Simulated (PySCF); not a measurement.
Cd(OH)(SMe) (CH4CdOS), SMILES C[S][Cd][OH].

Geometry: PBE-D3(BJ)/def2-SVP. The structure was generated by enumeration; whether it is a known compound was not checked. The def2 effective core potentials stand for the cores of Cd; spin–orbit coupling is left out. Other conformers were not sampled.

Two levels are set side by side: PBE/def2-TZVPD (PySCF) and r2SCAN/def2-TZVPD (PySCF). Same geometry, gas phase. Differences are taken from unrounded values.

```
quantity                     r2SCAN
---------------------------  ------
orbital gap (eV)               3.78
highest occupied level (eV)   -5.86
lowest empty level (eV)       -2.07
dipole moment (D)              2.01
mean polarisability (bohr³)    75.2
```

Question: What does PBE give, and how far is it from r2SCAN? (Estimate from the structure and the level; the computed values follow.)

Answer: 
| quantity | PBE | PBE minus r2SCAN |
|---|---|---|
| orbital gap (eV) | 3.31 | -0.47 |
| highest occupied level (eV) | -5.65 | 0.21 |
| lowest empty level (eV) | -2.34 | -0.26 |
| dipole moment (D) | 1.96 | -0.04 |
| mean polarisability (bohr³) | 77.9 | 2.7 |

Rough cost on one machine, each run with all the roots and properties that it gave: r2SCAN against PBE about 3 times.
